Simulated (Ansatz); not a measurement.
Reaction (formal exchange of groups at the Si–N bond): `N[SiH](F)F` + `CC[SiH](O)O` → `O[SiH](O)C[SiH](F)F` + CH₃NH₂

Program: Ansatz. Geometries: PBE0-D4/def2-TZVP. ΔE: electronic, gas phase. CBS: MP2 limit from def2 TZ/QZ plus the TZ coupled-cluster correction, frozen cores. This one scheme is used for every species. Functionals use def2-TZVPP. Each species was taken in one conformer, which may not be the lowest.

```json
{"level": "r2SCAN", "ΔE (kJ/mol)": "80.9"}
{"level": "CCSD(T)/def2-TZVPP", "ΔE (kJ/mol)": "83.8"}
```

(1) What does CCSD(T)/CBS give? (Estimate.)

Largest T1 diagnostic among the species: 0.012.

## Answers

(1) Computed: +84.6 kJ/mol. The listed levels differ from it by -3.7, -0.8 kJ/mol.

The D4 term adds −5.7 kJ/mol with B3LYP and −3.3 kJ/mol with PBE0; it sums over pairs of atoms, weighted by their polarisabilities, and B3LYP, whose exchange is more repulsive, gets the larger term. From PBE to PBE0 (25 % exact exchange), in def2-TZVPP and without D4, ΔE moves by +3.5 kJ/mol. In def2-TZVPP, CCSD(T) changes the Hartree–Fock value by −10.7 kJ/mol (the triples alone add −2.2 kJ/mol) and MP2 by −6.5 kJ/mol.

B3LYP here is the variant with VWN-RPA as its local correlation; programs differ in this.
